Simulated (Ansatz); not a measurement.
YF, closed-shell singlet (the spin of the measured ground state), most abundant isotopes (88.9058 and 18.9984 u). Constants from fifth-degree fits in 1/R to seven points on the lowest solution found; no spin–orbit coupling, no relativity up to Kr; ω_e x_e and α_e move by some per cent with the fit.

Correlated levels freeze the inner cores; with def2 sets outer-core shells near the valence are correlated too.

The values were computed with Ansatz (a quantum-chemistry and plane-wave program). Each number belongs to the level named beside it. In def2 rows elements past Kr take small-core potentials, without spin–orbit coupling.

Total energies (hartree; each atom in its lowest state at that level) and vibrational constants (cm⁻¹):

```json
[
 {"level": "B3LYP/def2-TZVPP", "E(YF) at r_e": "-138.261088", "E(Y)": "-38.238756", "E(F)": "-99.770147", "ω_e": "629", "ω_e x_e": "2.6"},
 {"level": "wB97M-V/def2-TZVPP", "E(YF) at r_e": "-138.148303", "E(Y)": "-38.146860", "E(F)": "-99.745271", "ω_e": "629", "ω_e x_e": "2.6"},
 {"level": "CCSD(T)/def2-QZVPP", "E(YF) at r_e": "-138.020838", "E(Y)": "-38.109482", "E(F)": "-99.651180", "ω_e": "629", "ω_e x_e": "2.4"},
 {"level": "CCSD(T)/def2-TZVPP", "E(YF) at r_e": "-137.936030", "E(Y)": "-38.055286", "E(F)": "-99.625056", "ω_e": "627", "ω_e x_e": "2.6"}
]
```

### Question
Work out D_e and D₀ in eV.

### Answer

D_e = E(Y) + E(F) − E(molecule), times 27.2114 eV; D₀ = D_e − (ω_e/2 − ω_e x_e/4)/8065.54.
- B3LYP/def2-TZVPP: D_e = 6.862, zero point 0.039, D₀ = 6.823 eV
- wB97M-V/def2-TZVPP: D_e = 6.971, zero point 0.039, D₀ = 6.932 eV
- CCSD(T)/def2-QZVPP: D_e = 7.080, zero point 0.039, D₀ = 7.041 eV
- CCSD(T)/def2-TZVPP: D_e = 6.958, zero point 0.039, D₀ = 6.919 eV
No counterpoise correction is made.

Doubts at one or more of the structures used: a restricted determinant that unrestricted orbitals would lower (CCSD(T)/def2-QZVPP, CCSD(T)/def2-TZVPP).
